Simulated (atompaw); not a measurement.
## Logarithmic derivatives: Cs, PAW (atompaw)

| Item | Value |
| --- | --- |
| Element | caesium |
| Generator | atompaw 4.2.0.5 |
| Type | PAW |
| Functional | PBEsol |
| Relativity | scalar-relativistic |
| Frozen core | [Kr] 4d10 |
| Valence charge | 9 |
| Reference configuration | 5s2 5p6 5d0 6s1 6p0 |
| Partial waves | 5s (bound): rc 2.10 bohr; 6s (bound): rc 2.40 bohr; 5p (bound): rc 3.00 bohr; 6p (bound, empty): rc 3.00 bohr; 5d (bound, empty): rc 3.00 bohr; 5d channel at 0.6 Ry: rc 3.00 bohr |
| Local potential | bessel scheme, radius 2.55 bohr |
| Core correction | smooth core density matched at 1.70 bohr |
| Augmentation charge | besselshape compensation charge, radius 2.50 bohr; PAW radius 3.00 bohr; waves and projectors: custom polynom2 7 10 vanderbiltortho |

The phase is arctan(r·u′/u) with u = r·R(r), unwrapped; energies in Ry, scanned from -4 to 5 Ry. A pole is an energy at which the radial function vanishes at the test radius. The pseudo phase is shifted by a multiple of π to meet the all-electron one at the reference energy, and phase errors are pseudo minus all-electron; the curves can meet again beyond the range given. Levels narrower than the energy grid can be missing from the lists of poles.

| channel | radius (bohr) | reference energy (Ry) | poles, all-electron | poles, pseudo | unbroken range about the reference energy with phases within 0.05 rad | phase error 1 Ry above the reference energy (rad) |
| --- | --- | --- | --- | --- | --- | --- |
| s | 3.00 | -0.15 | -1.77, 3.81 | -1.77, 3.85 | the whole range | +0.002 |
| p | 3.00 | -0.05 | -0.56 | -0.56 | below 1.7 | +0.002 |
| d | 3.00 | -0.03 | 1.34 | 1.34 | below 3.4 | +0.000 |

Phases in the d channel:

| E (Ry) | all-electron | pseudo |
| --- | --- | --- |
| -4.00 | 1.400 | 1.400 |
| -3.76 | 1.394 | 1.394 |
| -3.52 | 1.387 | 1.388 |
| -3.28 | 1.380 | 1.380 |
| -3.04 | 1.372 | 1.372 |
| -2.80 | 1.363 | 1.363 |
| -2.56 | 1.352 | 1.352 |
| -2.32 | 1.339 | 1.340 |
| -2.08 | 1.325 | 1.325 |
| -1.84 | 1.306 | 1.307 |
| -1.60 | 1.284 | 1.284 |
| -1.36 | 1.254 | 1.254 |
| -1.12 | 1.214 | 1.214 |
| -0.88 | 1.156 | 1.156 |
| -0.64 | 1.064 | 1.064 |
| -0.40 | 0.897 | 0.897 |
| -0.16 | 0.532 | 0.532 |
| 0.08 | -0.248 | -0.248 |
| 0.32 | -0.948 | -0.948 |
| 0.56 | -1.259 | -1.259 |
| 0.80 | -1.409 | -1.409 |
| 1.04 | -1.497 | -1.497 |
| 1.28 | -1.558 | -1.557 |
| 1.52 | -1.604 | -1.604 |
| 1.76 | -1.645 | -1.644 |
| 2.00 | -1.683 | -1.682 |
| 2.24 | -1.722 | -1.720 |
| 2.48 | -1.765 | -1.762 |
| 2.72 | -1.819 | -1.813 |
| 2.96 | -1.891 | -1.880 |
| 3.20 | -2.000 | -1.977 |
| 3.44 | -2.190 | -2.137 |
| 3.68 | -2.572 | -2.438 |
| 3.92 | -3.275 | -3.017 |
| 4.16 | -3.897 | -3.695 |
| 4.40 | -4.208 | -4.093 |
| 4.64 | -4.365 | -4.293 |
| 4.88 | -4.458 | -4.407 |
